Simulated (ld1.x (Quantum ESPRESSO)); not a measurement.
## Ti (Z = 22), TM semilocal: configuration errors across variants

Ti, norm-conserving Troullier–Martins (semilocal form), made with ld1.x (Quantum ESPRESSO) 7.5 (PBEsol, scalar-relativistic). Core [Ne], reference 3s2 3p6 3d2 4s1.5 4p0 (charge +0.5). Waves: 3p (bound): rc 1.10 bohr; 3d (bound): rc 2.35 bohr; 3s (bound): rc 1.30 bohr. Local part: the s channel. Core correction: none.

Occupied shells without a wave of their own: 4s. They enter only through the test configuration that unscreens the potential.

All-electron excitation energies from the reference (eV): (1) 3s2 3p6 3d2 4s2 4p0 -2.944; (2) 3s2 3p6 3d2 4s1 4p0 4.415; (3) 3s2 3p6 3d2 4s0 4p0 17.886; (4) 3s2 3p6 3d3 4s0 4p0 4.418; (5) 3s2 3p6 3d2 4s0 4p2 3.362; (6) 3s2 3p6 3d2 4s0 4p1 8.194; (7) 3s1 3p6 3d2 4s2 4p0 66.529.

In the semilocal form every listed channel keeps its own potential, so the choice of the local channel does not act on these tests. It acts once the file is put into the separable form.

A semilocal file is local in each channel, so a ghost entry of none says nothing of the separable form that plane-wave codes build from it.

For the base: The 4s level has no wave, so the channel is fitted at the deeper level alone: the likely source of the large errors.

On the changes marked as counting shells twice: ld1.x takes every shell without a wave as core, so the model core holds the marked electrons as well and exchange and correlation see them twice. This cancels in the reference configuration, but the file is broken for other ones, and its errors say nothing about a proper core correction.

3 further variants failed, have other tests or too few solved ones, and are left out.

The file “wave 3s (bound): rc 1.30 bohr becomes 3s (bound): rc 1.44 bohr” misses its own reference levels by 0.4 eV.

Errors AE − PS in meV (a dash: test not solved or not reliable):

| change | (1) | (2) | (3) | (4) | (5) | (6) | (7) | bound ghosts |
| --- | --- | --- | --- | --- | --- | --- | --- | --- |
| base | +88 | -115 | -463 | -211 | -282 | -357 | -51 | none |
| local potential the d channel | +88 | -115 | -463 | -211 | -282 | -357 | -51 | none |
| type RRKJ, which also changes the form from semilocal to separable; local potential the p channel | +23 | -30 | -122 | +60 | -63 | -85 | -256 | none |
| wave 3d (bound): rc 2.35 bohr becomes 3d (bound): rc 3.22 bohr | +87 | -117 | -506 | -38 | -289 | -369 | -294 | none |
| wave 3s (bound): rc 1.30 bohr becomes 3s (bound): rc 1.44 bohr | +159 | -210 | -841 | -430 | -529 | -660 | +95 | none |
| wave 3p (bound): rc 1.10 bohr becomes 3p (bound): rc 1.60 bohr | +88 | -115 | -463 | -211 | -257 | -338 | -42 | none |
| core correction a·sin(br)/r model core inside 0.72 bohr (4s counted twice) | +53 | -161 | -981 | -421 | -414 | -423 | -79 | none |
| all radii scaled by about 0.97 (s 1.26, p 1.06, d 2.28 bohr) | +75 | -98 | -394 | -179 | -239 | -303 | -60 | none |

(1) Give the same row for: all radii scaled by about 0.75 (s 0.96, p 0.82, d 1.76 bohr).

Answers

(1) +17, -22, -86, -42, -40, -57, -36; bound ghosts: none.
